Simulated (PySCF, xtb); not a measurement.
C₂H₇BFNO, SMILES CN(C)B(O)F. One conformer was computed; it need not be the lowest.

Harmonic wavenumbers (cm⁻¹) from GFN2-xTB in xtb at its own minimum, in rising order: 77, 124, 168, 240, 271, 355, 426, 443, 459, 527, 721, 899, 1024, 1058, 1095, 1137, 1181, 1214, 1284, 1413, 1415, 1453, 1470, 1479, 1488, 1515, 2917, 2929, 2943, 2953, 3020, 3064, 3666.

What does PBE-D3(BJ)/def2-SVP (PySCF) give at its own minimum? (An estimate is asked for; the answer gives what the named calculation found.)

57, 128, 187, 249, 253, 359, 409, 449, 476, 626, 717, 925, 1013, 1050, 1077, 1133, 1198, 1232, 1369, 1392, 1403, 1412, 1416, 1422, 1433, 1530, 2913, 2921, 2965, 2975, 3043, 3099, 3778. Paired by order, the mean absolute difference is 27 cm⁻¹ and the zero-point energies are 63.5 and 63.8 kcal/mol.
